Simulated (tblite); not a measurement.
C4H7BrOSi.
Numbering: `[O:1]=[C:2]=[C:3]([Br:4])[CH2:5][CH2:6][SiH3:7]` (hydrogens: H8, H9 on C5; H10, H11 on C6; H12, H13, H14 on Si7)

Computed with GFN2-xTB (tblite), gas phase: L-BFGS steps from a force-field or distance-geometry start until the largest atomic force falls under 0.01 eV/Å.

At the end of the run (lengths in Å): C3–Br4 1.926, C6–Si7 1.906, Si7–H13 1.461, Si7–H12 1.463, C2=C3 1.296, Si7–H14 1.465, C3–C5 1.502, C5–C6–Si7 112.7°, C2–C3–C5 127.9°, O1–C2–C3 178.0°, Br4–C3–C5 117.4°, C2–C3–C5–C6 104°, C3–C5–C6–Si7 178°, H8–C5–C3–C2 -18°.

**Question.** These geometries were met on the way; a selection of coordinates is given. Order them by energy above the end point, lowest first.
A. C3–Br4 1.920, C6–Si7 1.906, Si7–H13 1.463, Si7–H12 1.462, C2=C3 1.298, Si7–H14 1.464, C3–C5 1.503, C5–C6–Si7 113.7°, C2–C3–C5 127.1°, O1–C2–C3 179.2°, Br4–C3–C5 117.6°, C2–C3–C5–C6 92°, C3–C5–C6–Si7 -179°, H8–C5–C3–C2 -29°
B. C3–Br4 1.910, C6–Si7 1.913, Si7–H13 1.468, Si7–H12 1.465, C2=C3 1.290, Si7–H14 1.467, C3–C5 1.510, C5–C6–Si7 113.3°, C2–C3–C5 127.4°, O1–C2–C3 178.9°, Br4–C3–C5 117.0°, C2–C3–C5–C6 92°, C3–C5–C6–Si7 -179°, H8–C5–C3–C2 -28°
C. C3–Br4 1.927, C6–Si7 1.907, Si7–H13 1.460, Si7–H12 1.463, C2=C3 1.297, Si7–H14 1.464, C3–C5 1.506, C5–C6–Si7 112.5°, C2–C3–C5 126.9°, O1–C2–C3 177.8°, Br4–C3–C5 118.1°, C2–C3–C5–C6 89°, C3–C5–C6–Si7 180°, H8–C5–C3–C2 -32°
D. C3–Br4 1.926, C6–Si7 1.904, Si7–H13 1.460, Si7–H12 1.463, C2=C3 1.297, Si7–H14 1.465, C3–C5 1.504, C5–C6–Si7 112.3°, C2–C3–C5 127.3°, O1–C2–C3 177.1°, Br4–C3–C5 117.1°, C2–C3–C5–C6 93°, C3–C5–C6–Si7 179°, H8–C5–C3–C2 -29°
E. C3–Br4 1.844, C6–Si7 1.877, Si7–H13 1.488, Si7–H12 1.489, C2=C3 1.318, Si7–H14 1.482, C3–C5 1.486, C5–C6–Si7 115.0°, C2–C3–C5 126.1°, O1–C2–C3 178.9°, Br4–C3–C5 118.4°, C2–C3–C5–C6 93°, C3–C5–C6–Si7 180°, H8–C5–C3–C2 -28°

**Answer.** D (0.006 eV), C (0.012 eV), A (0.021 eV), B (0.041 eV), E (0.132 eV).

```
step  E above end (eV)  rms distance from the end, all atoms (Å)  largest force (eV/Å)  rms shift of all bonds from the end (Å)
  33             0.006                                     0.097                 0.051                                    0.001
  14             0.012                                     0.146                 0.047                                    0.001
   4             0.021                                     0.155                 0.151                                    0.002
   2             0.041                                     0.156                 1.185                                    0.008
   0             0.132                                     0.157                 2.033                                    0.028
```

Rows stand in the order of the answer.
